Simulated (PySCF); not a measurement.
Isomers of C7H6NP.

All values: B3LYP/def2-SVPD (PySCF) at GFN2-xTB geometries, gas phase, one conformer each. Core orbitals are frozen in the response; Δα² is half the sum of the squared differences of the principal polarisabilities.

Question: Rank by mean static polarisability, highest first.
A. `C#Cc1nccpc1C`
B. `N#Cc1cc(ccp1)C`
C. `CC1=PC=CC=C1C#N`

Answer: A (16.95 Å³), B (16.63 Å³), C (16.36 Å³).

Question: Rank by polarisability anisotropy Δα, highest first.
A. `CC1=CC(C#N)=PC=C1`
B. `Cc1cc(C#N)ccp1`
C. `C#Cc1nccpc1C`
D. `Cc1pcccc1C#N`

Answer: C (12.25 Å³), B (11.87 Å³), A (11.02 Å³), D (10.66 Å³).

All values together:

```json
{"SMILES": "C#Cc1nccpc1C", "μ (D)": "1.16", "HOMO (eV)": "-7.18", "LUMO (eV)": "-2.32", "α (Å³)": "16.95", "Δα (Å³)": "12.25"}
{"SMILES": "Cc1pcccc1C#N", "μ (D)": "3.38", "HOMO (eV)": "-7.36", "LUMO (eV)": "-2.32", "α (Å³)": "16.36", "Δα (Å³)": "10.66"}
{"SMILES": "Cc1cc(C#N)ccp1", "μ (D)": "3.44", "HOMO (eV)": "-7.29", "LUMO (eV)": "-2.59", "α (Å³)": "16.78", "Δα (Å³)": "11.87"}
{"SMILES": "Cc1ccpc(C#N)c1", "μ (D)": "5.87", "HOMO (eV)": "-7.24", "LUMO (eV)": "-2.48", "α (Å³)": "16.63", "Δα (Å³)": "11.02"}
```
